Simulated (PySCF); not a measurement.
A side-by-side comparison of computed properties.

First species: C₂H₄B₂Cl₂S₂.
SMILES: `ClB(Cl)[C@H]1CSBS1`

Second species: C5H10N2OSi.
Geometry (PBE0-D3(BJ)/def2-SVP, Å), atoms numbered from 1 in this order:
```xyz
19
C5H10N2OSi angstrom
C     -2.8068   -1.4060    0.0682
N     -1.5880   -0.7530    0.4725
Si    -0.8142    0.5795   -0.3018
N     -0.9693    2.1422    0.4123
C      1.0216    0.2476   -0.2086
C      1.7364   -0.9188   -0.1082
C      3.1180   -0.5628   -0.0775
C      3.1471    0.7986   -0.1612
O      1.9010    1.2933   -0.2418
H     -2.7200   -2.5069    0.1015
H     -3.6852   -1.1263    0.6811
H     -3.0431   -1.1385   -0.9734
H     -1.2946   -0.9757    1.4181
H     -1.3765    0.5347   -1.6893
H     -1.7715    2.7408    0.2615
H     -0.1277    2.6739    0.6031
H      1.3048   -1.9165   -0.0592
H      3.9773   -1.2258   -0.0022
H      3.9569    1.5246   -0.1744
```

Levels: PBE0/def2-SVPD for dipole moment, HOMO energy, LUMO energy, HOMO–LUMO gap, static isotropic polarisability and electronic spatial extent ⟨r²⟩ about the centre of nuclear charge; TDDFT PBE0/def2-SVPD for lowest singlet excitation; TDA PBE0/def2-SVPD for lowest triplet excitation (Tamm–Dancoff); ΔSCF PBE0/def2-SVPD for vertical ionisation energy; PBE0-D3(BJ)/def2-SVP for rotational constant A and rotational constant C. Geometries: PBE0-D3(BJ)/def2-SVP. Each structure is a single optimised conformer of the isolated species, non-relativistic unless stated; the electronic structure was computed with PySCF and density fitting.

The conformers computed, where there is a choice (atom-mapped SMILES and torsion angles):
- `[Cl:1][B:2]([Cl:3])[C@H:4]1[CH2:5][S:6][BH:7][S:8]1`: Cl1–B2–C4–C5 -29°
- `[CH3:1][NH:2][Si@@H:3]([NH2:4])[c:5]1[cH:6][cH:7][cH:8][o:9]1`: C1–N2–Si3–N4 104°, N2–Si3–C5–C6 26°, H–N4–Si3–N2 -83°, H–N4–Si3–N2 127°

```
                                                         property    column X    column Y
                                                    dipole moment      0.62 D      1.45 D
                                                      HOMO energy    -6.61 eV    -7.25 eV
                                                      LUMO energy    -0.20 eV    -1.99 eV
                                                    HOMO–LUMO gap     6.41 eV     5.26 eV
                                        lowest singlet excitation     5.42 eV     4.17 eV
                         lowest triplet excitation (Tamm–Dancoff)     3.83 eV     3.95 eV
                                  static isotropic polarisability    103.3 au    115.2 au
                                       vertical ionisation energy     8.25 eV     9.08 eV
electronic spatial extent ⟨r²⟩ about the centre of nuclear charge  1685 bohr²  2013 bohr²
                                            rotational constant A   2.703 GHz   1.745 GHz
                                            rotational constant C   0.680 GHz   0.538 GHz
```

Which column belongs to which species?

Column X is the second species and column Y the first. The first has 12 atoms and 92 electrons, the second 19 and 76.

How does each property change from the first species to the second?

dipole moment -0.83 D; HOMO energy +0.64 eV; LUMO energy +1.79 eV; HOMO–LUMO gap +1.15 eV; lowest singlet excitation +1.25 eV; lowest triplet excitation (Tamm–Dancoff) -0.12 eV; static isotropic polarisability -11.9 au; vertical ionisation energy -0.83 eV; electronic spatial extent ⟨r²⟩ about the centre of nuclear charge -328 bohr²; rotational constant A +0.958 GHz; rotational constant C +0.142 GHz.

On the first: S1 lies 1.09 eV below the HOMO–LUMO gap; its leading configuration is HOMO→LUMO, weight 0.98. No computed singlet falls in the visible range (750 to 380 nm, 1.65 to 3.26 eV); S1 lies 0.91 eV above its blue end.

On the second: No computed singlet falls in the visible range (750 to 380 nm, 1.65 to 3.26 eV); S1 lies 2.16 eV above its blue end. The polarisability is 15.31 Å³ as a volume (1 au = 0.148185 Å³), or 1.36 au for each of the 76 electrons.
